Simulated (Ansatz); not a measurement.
Gas-phase reaction (SMILES): C[C@@H]1CC[C@H](C)C1 -> C[C@H]1C[CH][C@@H](C)C1 + H atom; the C-H bond at the site shown breaks (other sites are not compared here).

Geometries: B3LYP-D3(BJ)/def2-TZVP minima from Ansatz (a quantum-chemistry and plane-wave program), one conformer each, not searched for the lowest. Valence correlation only, unless marked. Open shells are spin-unrestricted. No spin-orbit coupling. Non-relativistic. CBS(X,Y): correlation extrapolated as X^-3; Hartree-Fock from the larger set. The bracket is a focal-point correction in the basis named. Thermal terms are rigid-rotor harmonic-oscillator values from B3LYP-D3(BJ) frequencies (Ansatz) at 298.15 K and 1 atm. 1 Eh = 627.5095 kcal/mol. Atoms have translation alone.

| species | E, RI-MP2/CBS(cc-pVTZ,cc-pVQZ)+[CCSD(T)-MP2]/cc-pVTZ (Ansatz) (Eh) | E, PBE0-D4/def2-TZVPD (Ansatz + dftd4) (Eh) | H - E (Eh) |
|---|---|---|---|
| C[C@@H]1CC[C@H](C)C1 | -274.81419 | -274.95537 | 0.20500 |
| C[C@H]1C[CH][C@@H](C)C1 | -274.14716 | -274.29622 | 0.19029 |
| H atom | -0.49995 | -0.50104 | 0.00236 |

**Question.** Work out ΔE and ΔH at 298.15 K at the first level, then ΔH at the second.

**Answer.** 
1. ΔE = [(-274.14716) + (-0.49995)] - [(-274.81419)] = 0.16708 Eh = 104.8 kcal/mol at RI-MP2/CBS(cc-pVTZ,cc-pVQZ)+[CCSD(T)-MP2]/cc-pVTZ.
2. The terms H - E add up to -0.01235 Eh, so ΔH = (0.16708 + (-0.01235))×627.5095 = 97.1 kcal/mol.
3. At PBE0-D4/def2-TZVPD the same steps give ΔE = 99.2 and ΔH = 91.5 kcal/mol, a shift of -5.6 from the first level.
4. These values are not checked against measurement here, since the tables used lack a sound gas-phase enthalpy of formation for at least one species.
